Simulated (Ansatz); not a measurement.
A short molecular-dynamics run on C₂H₇NSi (`C=C(N)[SiH3]`).

```yaml
crystal:
  periodic: [false, false, false]
  atoms:
    - {symbol: C, position_ang: [0.188038, 1.494285, 0.379695]}
    - {symbol: C, position_ang: [-0.074678, 0.182588, 0.314406]}
    - {symbol: N, position_ang: [-0.642115, -0.542634, 1.350755]}
    - {symbol: Si, position_ang: [0.201883, -0.726175, -1.300198]}
    - {symbol: H, position_ang: [0.567481, 2.028864, -0.480200]}
    - {symbol: H, position_ang: [0.016828, 2.071913, 1.285165]}
    - {symbol: H, position_ang: [-0.396999, -1.517624, 1.402730]}
    - {symbol: H, position_ang: [-0.636676, -0.095866, 2.255772]}
    - {symbol: H, position_ang: [-1.090532, -1.142517, -1.907228]}
    - {symbol: H, position_ang: [0.991012, -1.965415, -1.044806]}
    - {symbol: H, position_ang: [0.941060, 0.155681, -2.235592]}
basis:
  gaussian: {orbitals: "6-31G*"}
magnetization: {spin_polarized: true, initial_magnetization: 0}
hamiltonian: {xc: {name: r2SCAN}}
md: {timestep: 2 fs, n_steps: 50, ensemble: nvt_nose_hoover, temperature: 300, initial_velocities: maxwell_boltzmann, seed: 422}
```

```sh
$ ansatz run in.yaml --threads 2 --pin off --events-out ev --progress --plain --max-ram 4352MiB
```

| step | time (fs) | potential energy (eV) | kinetic (eV) | T (K) | conserved (eV) |
| --- | --- | --- | --- | --- | --- |
| 0 | 0.0 | -11551.1747 | 0.3490 | 300 | -11550.8257 |
| 1 | 2.0 | -11551.0767 | 0.2832 | 243 | -11550.7935 |
| 2 | 4.0 | -11551.0956 | 0.2759 | 237 | -11550.8197 |
| 3 | 6.0 | -11551.0172 | 0.2124 | 183 | -11550.8049 |
| 4 | 8.0 | -11550.9736 | 0.1691 | 145 | -11550.8048 |
| 5 | 10.0 | -11550.9764 | 0.1607 | 138 | -11550.8162 |
| 6 | 12.0 | -11550.9130 | 0.1192 | 102 | -11550.7944 |
| 7 | 14.0 | -11550.9762 | 0.1564 | 134 | -11550.8207 |
| 8 | 16.0 | -11550.9237 | 0.1194 | 103 | -11550.8055 |
| 9 | 18.0 | -11550.9026 | 0.1024 | 88 | -11550.8018 |
| 10 | 20.0 | -11550.9584 | 0.1399 | 120 | -11550.8205 |
| 11 | 22.0 | -11550.9047 | 0.1111 | 96 | -11550.7961 |
| 12 | 24.0 | -11550.9513 | 0.1379 | 119 | -11550.8165 |
| 13 | 26.0 | -11550.9259 | 0.1245 | 107 | -11550.8052 |
| 14 | 28.0 | -11550.9444 | 0.1452 | 125 | -11550.8038 |
| 15 | 30.0 | -11551.0047 | 0.1888 | 162 | -11550.8215 |
| 16 | 32.0 | -11550.9438 | 0.1602 | 138 | -11550.7904 |
| 17 | 34.0 | -11551.0429 | 0.2300 | 198 | -11550.8210 |
| 18 | 36.0 | -11551.0187 | 0.2252 | 194 | -11550.8033 |
| 19 | 38.0 | -11551.0314 | 0.2361 | 203 | -11550.8068 |
| 20 | 40.0 | -11551.0569 | 0.2558 | 220 | -11550.8146 |
| 21 | 42.0 | -11551.0268 | 0.2447 | 210 | -11550.7976 |
| 22 | 44.0 | -11551.0760 | 0.2785 | 239 | -11550.8153 |
| 23 | 46.0 | -11551.0323 | 0.2466 | 212 | -11550.8058 |
| 24 | 48.0 | -11551.0112 | 0.2322 | 200 | -11550.8012 |
| 25 | 50.0 | -11551.0488 | 0.2529 | 217 | -11550.8204 |
| 26 | 52.0 | -11550.9505 | 0.1825 | 157 | -11550.7945 |
| 27 | 54.0 | -11550.9611 | 0.1754 | 151 | -11550.8141 |
| 28 | 56.0 | -11550.9116 | 0.1379 | 119 | -11550.8037 |
| 29 | 58.0 | -11550.8951 | 0.1244 | 107 | -11550.8021 |
| 30 | 60.0 | -11550.9211 | 0.1359 | 117 | -11550.8181 |
| 31 | 62.0 | -11550.8481 | 0.0931 | 80 | -11550.7893 |
| 32 | 64.0 | -11550.9366 | 0.1555 | 134 | -11550.8170 |
| 33 | 66.0 | -11550.9137 | 0.1492 | 128 | -11550.8024 |
| 34 | 68.0 | -11550.9152 | 0.1530 | 132 | -11550.8021 |
| 35 | 70.0 | -11550.9585 | 0.1898 | 163 | -11550.8111 |
| 36 | 72.0 | -11550.9420 | 0.1894 | 163 | -11550.7977 |
| 37 | 74.0 | -11550.9856 | 0.2216 | 190 | -11550.8122 |
| 38 | 76.0 | -11550.9539 | 0.2023 | 174 | -11550.8030 |
| 39 | 78.0 | -11550.9470 | 0.2060 | 177 | -11550.7955 |
| 40 | 80.0 | -11551.0313 | 0.2684 | 231 | -11550.8211 |
| 41 | 82.0 | -11550.9496 | 0.2245 | 193 | -11550.7872 |
| 42 | 84.0 | -11551.0172 | 0.2695 | 232 | -11550.8137 |
| 43 | 86.0 | -11550.9988 | 0.2677 | 230 | -11550.8013 |
| 44 | 88.0 | -11550.9950 | 0.2672 | 230 | -11550.8023 |
| 45 | 90.0 | -11551.0040 | 0.2693 | 231 | -11550.8135 |
| 46 | 92.0 | -11550.9139 | 0.2083 | 179 | -11550.7882 |
| 47 | 94.0 | -11550.9694 | 0.2392 | 206 | -11550.8163 |
| 48 | 96.0 | -11550.9013 | 0.1920 | 165 | -11550.7989 |
| 49 | 98.0 | -11550.8723 | 0.1712 | 147 | -11550.7936 |
| 50 | 100.0 | -11550.9457 | 0.2249 | 193 | -11550.8165 |

Velocities are drawn at the set temperature; a run this short doesn't reach equilibrium.

Frames (Å, forces in eV/Å):

```xyz
11
time=0.0 fs
C     0.188    1.494    0.380    0.137    0.503    0.014
C    -0.075    0.183    0.314    0.051   -0.386   -0.191
N    -0.642   -0.543    1.351   -0.290   -0.110   -0.039
Si    0.202   -0.726   -1.300   -0.041   -0.030   -0.004
H     0.567    2.029   -0.480    0.036    0.109   -0.092
H     0.017    2.072    1.285   -0.029    0.100    0.129
H    -0.397   -1.518    1.403    0.083   -0.215    0.064
H    -0.637   -0.096    2.256    0.029    0.102    0.228
H    -1.091   -1.143   -1.907   -0.035   -0.034   -0.057
H     0.991   -1.965   -1.045    0.031   -0.056   -0.011
H     0.941    0.156   -2.236    0.027    0.016   -0.042
11
time=6.0 fs
C     0.196    1.500    0.341    0.286    0.740    1.429
C    -0.056    0.171    0.324   -0.490    0.898    0.412
N    -0.663   -0.576    1.350   -0.003    0.344    0.300
Si    0.189   -0.710   -1.290    0.450   -0.254   -0.236
H     0.629    1.996   -0.527   -0.173   -0.049    0.044
H     0.130    2.148    1.280   -0.125   -0.922   -1.179
H    -0.246   -1.486    1.440    0.022   -0.515    0.090
H    -0.777   -0.160    2.291    0.283    0.119   -0.832
H    -1.076   -1.167   -1.926    0.006   -0.114    0.047
H     1.093   -1.842   -0.954   -0.121   -0.407   -0.134
H     0.964    0.111   -2.259   -0.134    0.160    0.059
11
time=12.0 fs
C     0.214    1.512    0.320    0.220   -1.801   -1.026
C    -0.050    0.181    0.342   -0.655    0.290   -0.288
N    -0.679   -0.614    1.346    0.846    0.297   -0.410
Si    0.182   -0.697   -1.282    0.966   -1.037   -0.019
H     0.640    1.954   -0.573   -0.100    0.058   -0.072
H     0.175    2.113    1.161   -0.322    1.407    1.908
H    -0.142   -1.481    1.499   -0.483    0.461    0.051
H    -0.846   -0.128    2.226    0.187   -0.023    0.004
H    -1.058   -1.226   -1.928    0.079   -0.001    0.149
H     1.144   -1.839   -0.913   -0.594    0.189   -0.357
H     0.946    0.119   -2.266   -0.143    0.160    0.060
11
time=18.0 fs
C     0.236    1.504    0.309   -0.243    1.182    1.817
C    -0.063    0.196    0.352   -0.227   -1.094   -0.979
N    -0.681   -0.636    1.332    0.566    0.882   -0.367
Si    0.185   -0.694   -1.274    0.023    0.014   -0.184
H     0.613    1.932   -0.624   -0.118    0.046    0.337
H     0.141    2.207    1.208    0.058   -0.880   -1.197
H    -0.118   -1.452    1.585   -0.125    0.182   -0.275
H    -0.858   -0.098    2.160   -0.196    0.213    0.833
H    -1.027   -1.286   -1.888   -0.238    0.107   -0.006
H     1.047   -1.825   -0.974    0.530   -0.706    0.040
H     0.882    0.179   -2.254   -0.030    0.053   -0.020
11
time=24.0 fs
C     0.252    1.506    0.328   -0.770   -0.615    0.299
C    -0.080    0.188    0.337    0.481    0.115   -0.349
N    -0.674   -0.627    1.320   -0.451    1.589    1.066
Si    0.190   -0.695   -1.269    0.285   -1.269   -0.506
H     0.564    1.936   -0.609    0.209    0.196   -0.207
H     0.089    2.215    1.131   -0.044   -0.007    0.420
H    -0.110   -1.411    1.597    0.308   -0.576   -0.200
H    -0.888   -0.100    2.186    0.095   -0.256   -0.498
H    -1.056   -1.305   -1.841    0.024    0.298    0.053
H     1.053   -1.954   -1.046   -0.179    0.716   -0.107
H     0.805    0.254   -2.245    0.040   -0.193    0.029
11
time=30.0 fs
C     0.248    1.498    0.354   -0.541   -0.239   -0.875
C    -0.086    0.181    0.313    0.526    0.768    0.706
N    -0.667   -0.595    1.325    0.009    0.018    0.336
Si    0.198   -0.709   -1.270   -0.426   -0.205   -0.773
H     0.557    1.974   -0.585    0.055   -0.105    0.348
H     0.036    2.191    1.155   -0.048   -0.011    0.555
H    -0.102   -1.423    1.514   -0.384    0.056    0.137
H    -0.916   -0.109    2.195    0.350   -0.063   -0.312
H    -1.093   -1.236   -1.783   -0.108    0.023   -0.097
H     1.041   -1.913   -1.142    0.374   -0.159    0.119
H     0.746    0.273   -2.233    0.195   -0.083   -0.143
11
time=36.0 fs
C     0.226    1.488    0.367   -0.580    1.666    1.333
C    -0.077    0.190    0.306    0.357   -0.701    0.546
N    -0.661   -0.561    1.333    0.260   -1.003   -1.007
Si    0.201   -0.726   -1.281   -0.289    0.185   -0.760
H     0.588    2.018   -0.507    0.023    0.104    0.057
H    -0.019    2.110    1.298    0.431   -0.797   -1.270
H    -0.191   -1.461    1.469   -0.424    0.384    0.188
H    -0.859   -0.090    2.187    0.066    0.514    0.855
H    -1.151   -1.155   -1.751    0.183   -0.220   -0.083
H     1.130   -1.895   -1.206   -0.103   -0.008    0.146
H     0.744    0.258   -2.260    0.076   -0.126   -0.005
11
time=42.0 fs
C     0.193    1.504    0.394    0.302   -1.101   -1.151
C    -0.057    0.185    0.312    0.488   -0.397   -0.476
N    -0.657   -0.533    1.335   -0.470    0.225    0.766
Si    0.201   -0.741   -1.300    0.253    0.147   -0.223
H     0.621    2.080   -0.404    0.040    0.156   -0.330
H    -0.006    1.961    1.303   -0.372    1.363    1.812
H    -0.359   -1.483    1.494    0.146   -0.193   -0.164
H    -0.729   -0.031    2.223    0.026   -0.119   -0.229
H    -1.159   -1.148   -1.751    0.140   -0.332   -0.113
H     1.195   -1.893   -1.219   -0.543    0.225    0.119
H     0.771    0.206   -2.295   -0.010    0.026   -0.011
11
time=48.0 fs
C     0.163    1.515    0.422    0.597    0.356    0.789
C    -0.024    0.169    0.308   -0.292    0.768   -0.133
N    -0.662   -0.508    1.349   -0.023    0.688    0.866
Si    0.203   -0.754   -1.323   -0.329    0.903    0.017
H     0.639    2.156   -0.345   -0.436   -0.580    0.381
H    -0.016    2.005    1.439    0.117   -0.487   -1.363
H    -0.505   -1.494    1.469    0.247   -0.240   -0.052
H    -0.580    0.014    2.242   -0.210   -0.666   -0.618
H    -1.121   -1.246   -1.787    0.006   -0.111   -0.050
H     1.127   -1.864   -1.187    0.388   -0.719    0.171
H     0.795    0.159   -2.334   -0.065    0.088   -0.009
11
time=54.0 fs
C     0.148    1.518    0.459    0.614   -0.745   -0.315
C     0.000    0.173    0.302   -1.261    0.693    0.703
N    -0.667   -0.481    1.371    0.231   -0.924   -1.122
Si    0.202   -0.758   -1.345    0.523   -0.674    0.545
H     0.588    2.138   -0.285    0.320    0.371   -0.763
H    -0.039    2.024    1.402   -0.228   -0.110    0.223
H    -0.590   -1.496    1.413    0.168    0.303    0.083
H    -0.484   -0.043    2.252    0.008    0.087    0.617
H    -1.073   -1.377   -1.838    0.061    0.289    0.105
H     1.117   -1.984   -1.111   -0.390    0.734   -0.138
H     0.799    0.137   -2.373   -0.046   -0.023    0.062
11
time=60.0 fs
C     0.155    1.513    0.479    0.921    0.669   -1.475
C    -0.010    0.194    0.312   -1.167   -0.450    0.135
N    -0.666   -0.465    1.379    0.017   -1.458   -0.623
Si    0.207   -0.768   -1.361   -0.196    0.612    1.077
H     0.559    2.133   -0.329   -0.078   -0.095    0.326
H    -0.116    2.001    1.402   -0.046    0.205    0.350
H    -0.612   -1.484    1.378    0.084    0.231   -0.095
H    -0.420   -0.140    2.299    0.110    0.383    0.286
H    -1.022   -1.425   -1.863   -0.366    0.263   -0.004
H     1.031   -1.934   -1.066    0.653   -0.404    0.036
H     0.790    0.114   -2.398    0.068    0.045   -0.011
11
time=66.0 fs
C     0.183    1.522    0.472   -0.472    0.839    0.507
C    -0.052    0.205    0.325   -0.194   -0.133   -0.934
N    -0.663   -0.474    1.381    0.180   -0.327    0.861
Si    0.210   -0.773   -1.365   -0.005    0.135    1.292
H     0.540    2.152   -0.349   -0.023   -0.114    0.386
H    -0.195    2.001    1.437    0.807   -0.335   -1.284
H    -0.600   -1.476    1.322    0.045   -0.438    0.058
H    -0.352   -0.173    2.326   -0.336   -0.111   -0.923
H    -1.063   -1.380   -1.879    0.098    0.202    0.133
H     1.103   -1.948   -1.026   -0.119    0.303   -0.235
H     0.799    0.099   -2.418    0.021   -0.020    0.140
11
time=72.0 fs
C     0.205    1.538    0.461   -0.416   -2.071   -1.058
C    -0.100    0.215    0.314    0.572    0.376   -0.824
N    -0.659   -0.504    1.385    0.078    0.255   -0.396
Si    0.213   -0.774   -1.352    0.022    0.629    1.166
H     0.546    2.172   -0.317    0.432    0.313   -0.894
H    -0.113    2.020    1.329   -0.320    0.931    1.789
H    -0.578   -1.503    1.291    0.073   -0.270    0.242
H    -0.321   -0.170    2.283   -0.172   -0.183    0.039
H    -1.093   -1.275   -1.859    0.033   -0.197    0.003
H     1.167   -1.904   -1.049   -0.325    0.108   -0.121
H     0.818    0.085   -2.399    0.022    0.109    0.054
11
time=78.0 fs
C     0.212    1.531    0.438   -0.153    1.265    0.085
C    -0.136    0.230    0.281    0.628   -0.683    0.625
N    -0.653   -0.534    1.378   -0.141   -0.315   -1.519
Si    0.214   -0.767   -1.326   -0.611    1.382    0.252
H     0.613    2.167   -0.394   -0.437   -0.855    0.691
H     0.008    2.123    1.394    0.287   -0.988   -1.089
H    -0.534   -1.552    1.329    0.012    0.580   -0.167
H    -0.338   -0.207    2.262    0.208    0.425    0.895
H    -1.106   -1.226   -1.835    0.085   -0.297   -0.068
H     1.158   -1.857   -1.103    0.195   -0.608    0.248
H     0.842    0.103   -2.357   -0.073    0.095    0.048
11
time=84.0 fs
C     0.210    1.531    0.411   -0.187   -1.104   -0.008
C    -0.153    0.230    0.265    0.574   -0.638    1.424
N    -0.646   -0.556    1.354    0.191    0.573    0.048
Si    0.210   -0.745   -1.295    0.031   -0.294   -0.359
H     0.629    2.024   -0.434    0.207    0.624   -0.582
H     0.187    2.061    1.357   -0.187    0.074    0.157
H    -0.467   -1.557    1.317    0.007    0.214   -0.213
H    -0.379   -0.206    2.284   -0.214   -0.043   -0.553
H    -1.087   -1.272   -1.831    0.212   -0.082   -0.040
H     1.163   -1.945   -1.089   -0.580    0.683    0.119
H     0.844    0.153   -2.299   -0.052   -0.007    0.007
11
time=90.0 fs
C     0.210    1.510    0.374    0.422   -0.464   -0.438
C    -0.154    0.212    0.285    0.551    0.098   -0.042
N    -0.637   -0.566    1.321   -0.311    0.968    1.001
Si    0.205   -0.724   -1.268   -0.787    0.456   -0.906
H     0.636    1.984   -0.511   -0.197    0.199    0.272
H     0.293    2.005    1.330   -0.237    0.425    0.259
H    -0.395   -1.530    1.244    0.094   -0.735    0.258
H    -0.462   -0.175    2.259   -0.162   -0.416   -0.501
H    -1.013   -1.350   -1.846   -0.180    0.092   -0.137
H     1.036   -1.882   -1.021    0.747   -0.574    0.344
H     0.831    0.204   -2.240    0.060   -0.048   -0.110
11
time=96.0 fs
C     0.221    1.479    0.335    0.928    2.087    1.242
C    -0.140    0.195    0.304    0.362    0.307   -1.258
N    -0.634   -0.573    1.300   -0.536   -1.191    0.734
Si    0.192   -0.700   -1.251    0.247   -1.280   -0.996
H     0.597    2.028   -0.554   -0.378   -0.521    0.622
H     0.321    2.042    1.322   -0.428   -0.549   -1.192
H    -0.339   -1.545    1.254   -0.186    0.099    0.209
H    -0.566   -0.204    2.225    0.051    0.309    0.838
H    -0.976   -1.395   -1.898    0.026    0.279    0.078
H     1.070   -1.903   -0.862   -0.156    0.634   -0.234
H     0.835    0.236   -2.211    0.069   -0.174   -0.044
11
time=100.0 fs
C     0.237    1.476    0.323    0.192    0.923    0.479
C    -0.123    0.190    0.299   -0.119    0.205   -0.276
N    -0.640   -0.589    1.301   -0.415    0.167    1.824
Si    0.184   -0.691   -1.247    0.799   -1.480   -1.022
H     0.542    2.026   -0.563   -0.005   -0.219   -0.078
H     0.275    2.049    1.240   -0.194    0.218    0.382
H    -0.330   -1.549    1.308    0.020   -0.224   -0.059
H    -0.635   -0.211    2.266    0.066   -0.096   -0.784
H    -0.954   -1.377   -1.925   -0.123    0.115    0.072
H     1.100   -1.843   -0.779   -0.297    0.492   -0.473
H     0.851    0.227   -2.202    0.077   -0.102   -0.066
```

Hardware: 2 threads of an AMD EPYC 7B13 on a shared host. Wall time 2.7 min, peak host memory 0.51 GiB.
